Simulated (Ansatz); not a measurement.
1-ethyl-3-methylimidazolium hexafluorophosphate (C6H11F6N2P). Total charge 0; triplet. Geometry r2SCAN-D4/def2-SVP, that of the neutral singlet.

```xyz
26

C     0.553   -2.453    1.113
C    -0.373   -2.285   -0.080
N    -1.083   -0.998   -0.034
C    -1.947   -0.589    0.962
C    -2.224    0.730    0.732
N    -1.529    1.097   -0.403
C    -1.334    2.462   -0.876
C    -0.835    0.040   -0.837
H     1.094   -3.406    1.014
H    -0.006   -2.479    2.062
H     1.286   -1.636    1.144
H     0.204   -2.283   -1.014
H    -1.133   -3.082   -0.136
H    -2.295   -1.263    1.741
H    -2.853    1.432    1.273
H    -2.235    3.046   -0.655
H    -1.151    2.449   -1.957
H    -0.448    2.882   -0.379
H    -0.102    0.058   -1.641
F     1.884   -0.542   -0.930
P     2.385    0.910   -0.283
F     1.065    0.853    0.730
F     1.418    1.666   -1.403
F     3.247    0.106    0.826
F     2.789    2.342    0.343
F     3.622    0.942   -1.313
```

At PBE-D4/def2-SVP the gap within one spin of the charge 0 triplet nearly closes, so an electron or hole may be smeared out by delocalisation error. At PBE0-D4/def2-SVP a singlet of charge 0 lies 4.83 eV below the triplet at the same geometry.

Estimate the α-spin orbital energies around the gap (eV) in Ansatz with PBE-D4/def2-SVP, PBE0-D4/def2-SVP.


```csv
orbital,PBE-D4/def2-SVP,PBE0-D4/def2-SVP
HOMO−5,-7.82,-9.76
HOMO−4,-7.72,-9.53
HOMO−3,-6.98,-9.10
HOMO−2,-6.96,-9.07
HOMO−1,-6.93,-9.05
HOMO,-2.17,-3.61
LUMO,-2.23,-1.63
LUMO+1,0.06,0.81
LUMO+2,0.57,1.31
LUMO+3,1.13,1.99
LUMO+4,1.40,2.27
LUMO+5,1.46,2.41
β HOMO,-6.91,-8.83
β LUMO,-6.64,-5.90
```
